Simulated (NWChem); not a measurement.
CHAgO; SMILES [O+]#[C-]->[AgH]

```xyz
4

Ag    -0.4584     0.4808     0.0077
H     -0.8484     2.0736     0.0134
O      0.3198    -2.6252    -0.0035
C      0.0421    -1.5342     0.0005
```
Atoms are numbered in this order, from 1.

Geometry: optimised at PBE0/def2-SVP. Not confirmed as a minimum by frequencies. def2 effective core potentials on Ag; no spin-orbit coupling.

**Question.** List the 4 lowest vertical singlet excitations from PBE0/def2-SVPD with def2 effective core potentials on Ag, TDA (NWChem).

**Answer.** 
```tsv
state	energy (eV)	oscillator strength	leading excitation (squared amplitude)
S1	3.16	0.025	HOMO → LUMO+1 (0.99)
S2	3.16	0.025	HOMO → LUMO (0.99)
S3	5.75	0.000	HOMO−2 → LUMO+1 (0.48)
S4	5.75	0.000	HOMO−2 → LUMO (0.48)
```
